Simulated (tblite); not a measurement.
Level: GFN2-xTB in tblite, geometry and Hessian alike; calculated harmonic values, unscaled, isolated species. Against measured fundamentals such values can be off by several per cent, at times by over 20. Modes of hydrogen on sulfur can be 10 to 20 % off. One conformer each. Open shells enter through the occupations alone, without spin polarisation, and single modes of such species can be off by tens of per cent. Thermal functions are those of the rigid rotor and harmonic oscillator, without mixing of conformers.

Question: Order these by their heat capacity Cp at 200 K, highest first (cal/(mol K)).
A. `c1(C=O)c[nH]nn1`
B. `CC[C@H](C)[S]` [radical]
C. `FC(F)(F)[C@H]1CCC(Cl)=C1Cl`
D. `FCO[C-]1[N]C=CS1` [radical]
E. `C[C]1CC(S)C1` [radical]

Answer: C (30.2), D (22.4), E (21.7), B (19.4), A (15.9).

```
                    SMILES  atoms  mass (u)  symmetry number  modes under 300 cm⁻¹  ZPE (kcal/mol)  S translation (cal/(mol K))  S rotation  S vibration  S spin     S    Cp
FC(F)(F)[C@H]1CCC(Cl)=C1Cl     16    203.97                1                     8            62.6                         39.9        29.9         20.9     0.0  90.7  30.2
          FCO[C-]1[N]C=CS1     12    133.00                1                     4            46.3                         38.6        27.6         13.5     1.4  81.1  22.4
              C[C]1CC(S)C1     15    101.04                1                     5            75.4                         37.8        26.2         14.7     1.4  80.0  21.7
             CC[C@H](C)[S]     14     89.04                1                     4            75.8                         37.4        25.6          9.0     1.4  73.4  19.4
             O=Cc1c[nH]nn1     10     97.03                1                     3            41.3                         37.7        25.6          5.7     0.0  68.9  15.9
```

Entropies and Cp are for 200 K and 1 bar.
